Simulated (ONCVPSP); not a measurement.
**Reading a pseudo-wave (indium (In))**

Columns: radius, all-electron u(r) and pseudo u(r) of the 4p shell (level -78.99 eV) of indium in the configuration [Ar] 3d10 4s2 4p6 4d10 5s1.5 5p1.5; PBE, scalar-relativistic, ONCV scheme, ONCVPSP 4.0.1.

```json
{"r (bohr)": "0.088", "all-electron": "0.3587", "pseudo": "0.0361"}
{"r (bohr)": "0.175", "all-electron": "-0.3639", "pseudo": "0.1374"}
{"r (bohr)": "0.262", "all-electron": "-0.6541", "pseudo": "0.2902"}
{"r (bohr)": "0.350", "all-electron": "-0.3781", "pseudo": "0.4766"}
{"r (bohr)": "0.438", "all-electron": "0.1184", "pseudo": "0.6708"}
{"r (bohr)": "0.525", "all-electron": "0.5813", "pseudo": "0.8475"}
{"r (bohr)": "0.612", "all-electron": "0.9187", "pseudo": "0.9903"}
{"r (bohr)": "0.700", "all-electron": "1.1162", "pseudo": "1.0874"}
{"r (bohr)": "0.788", "all-electron": "1.1923", "pseudo": "1.1321"}
{"r (bohr)": "0.875", "all-electron": "1.1809", "pseudo": "1.1265"}
{"r (bohr)": "0.962", "all-electron": "1.1144", "pseudo": "1.0788"}
{"r (bohr)": "1.050", "all-electron": "1.0159", "pseudo": "0.9987"}
{"r (bohr)": "1.138", "all-electron": "0.9040", "pseudo": "0.8987"}
{"r (bohr)": "1.225", "all-electron": "0.7914", "pseudo": "0.7914"}
{"r (bohr)": "1.312", "all-electron": "0.6837", "pseudo": "0.6850"}
{"r (bohr)": "1.400", "all-electron": "0.5836", "pseudo": "0.5845"}
{"r (bohr)": "1.487", "all-electron": "0.4951", "pseudo": "0.4953"}
{"r (bohr)": "1.575", "all-electron": "0.4165", "pseudo": "0.4164"}
{"r (bohr)": "1.662", "all-electron": "0.3493", "pseudo": "0.3492"}
{"r (bohr)": "1.750", "all-electron": "0.2910", "pseudo": "0.2910"}
{"r (bohr)": "1.838", "all-electron": "0.2417", "pseudo": "0.2416"}
{"r (bohr)": "1.925", "all-electron": "0.2006", "pseudo": "0.2005"}
{"r (bohr)": "2.012", "all-electron": "0.1660", "pseudo": "0.1660"}
{"r (bohr)": "2.100", "all-electron": "0.1369", "pseudo": "0.1368"}
{"r (bohr)": "2.188", "all-electron": "0.1126", "pseudo": "0.1126"}
{"r (bohr)": "2.275", "all-electron": "0.0927", "pseudo": "0.0927"}
```

How many radial nodes do the two functions have?

The all-electron 4p function has n − l − 1 = 2; the pseudo-wave has 0, since the states of the same l below it are removed with the core.

At about which radius was the pseudo-wave matched?

1.70 bohr. The columns agree to 0.0005 from 1.49 bohr on; several derivatives are matched, so the curves merge somewhat inside the radius.

Where does each function peak?

Outermost all-electron maximum near 0.79 bohr, pseudo maximum near 0.79 bohr (to the table’s step).

Is the pseudo-wave norm-conserving?

Yes: the ONCV scheme keeps the norm inside the radius equal to the all-electron one, which fixes the energy derivative of the logarithmic derivative at the level.
